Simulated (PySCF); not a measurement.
## Dipole moment and polarisability of `N#CCC1C[SiH2]C1`

Species: C₅H₉NSi.
Geometry (PBE0-D3(BJ)/def2-SVP, Å), atoms numbered from 1 in this order:
```xyz
16
C5H9NSi angstrom
N     -3.153    1.763    0.403
C     -2.502    0.831    0.185
C     -1.647   -0.315   -0.094
C     -0.198    0.088   -0.377
C      0.555    0.799    0.779
Si     2.129   -0.025    0.115
C      0.766   -1.092   -0.666
H     -2.067   -0.867   -0.951
H     -1.684   -0.997    0.773
H     -0.197    0.760   -1.252
H      0.432    1.888    0.842
H      0.276    0.360    1.753
H      2.879    0.808   -0.873
H      3.097   -0.650    1.067
H      0.538   -1.950   -0.010
H      0.808   -1.448   -1.704
```

Level: PBE0/def2-SVPD (PySCF), static field, nuclei fixed, core orbitals frozen in the response. The polarisability tensor in these axes (au):

```
x   106.52  -9.15  -0.67
y    -9.15  83.49   4.10
z    -0.67   4.10  73.72
```

Problem. What are the eigenvalues, a third of the trace, and Δα (Δα² = ½Σ(αi − αj)² over the three pairs)?

Solution. Principal values 72.01, 81.90 and 109.83 au; mean 87.91 au = 13.03 Å³ = 14.49 × 10⁻⁴⁰ C²·m²/J; Δα = 33.97 au (39 % of the mean).

Problem. What is the dipole moment, and where does it point?

Solution. (2.48, -3.06, -0.71) D, 4.00 D in size, pointing from the negative to the positive side. Measured along this direction, the outermost atoms are N1 at the negative end and H14 at the positive end.

Problem. Orientational against electronic polarisability at 400 K (dilute gas, rigid molecules)?

Solution. In Gaussian units μ²/3kT = 96.80 Å³ against 13.03 Å³, a ratio of 7.43; the Debye molar polarisation (4π/3)N_A(α + μ²/3kT) is 277.0 cm³/mol, leaving out the vibrational part.

Problem. Refractivity n − 1 of an ideal gas of it at 500 K and 1 atm, from the electronic α?

Solution. N = p/kT = 1.4678 × 10¹⁹ cm⁻³, so n − 1 = 2π × N × 13.03 × 10⁻²⁴ cm³ = 1201 × 10⁻⁶ at long wavelengths.

Problem. Give the eigenvalues of the traceless quadrupole moment Θ = ½Σq(3rr − r²1), origin at the centre of nuclear charge.

Solution. -20.58, 9.29, 11.29 D·Å. The values depend on the origin, since the dipole doesn't vanish. The electronic extent ⟨r²⟩ about the same centre is 1148 bohr², a root-mean-square distance of 2.31 Å for the 60 electrons.

Problem. What depolarisation ratio follows for Rayleigh scattering of linearly polarised light, taking the static tensor?

Solution. ρ = 3Δα²/(45ᾱ² + 4Δα²) = 3461.7/(347788 + 4615.6) = 0.00982.

The structure is a single PBE0-D3(BJ)/def2-SVP conformer in the gas phase; no vibrational or solvent corrections.

The run behind these numbers computed excited states and ΔSCF ions as well. The run took 5.0 min of wall time on one thread of an Intel Xeon Platinum 8259CL at 2.50 GHz, no GPU (shared host), and the process peaked at 0.88 GiB of memory.
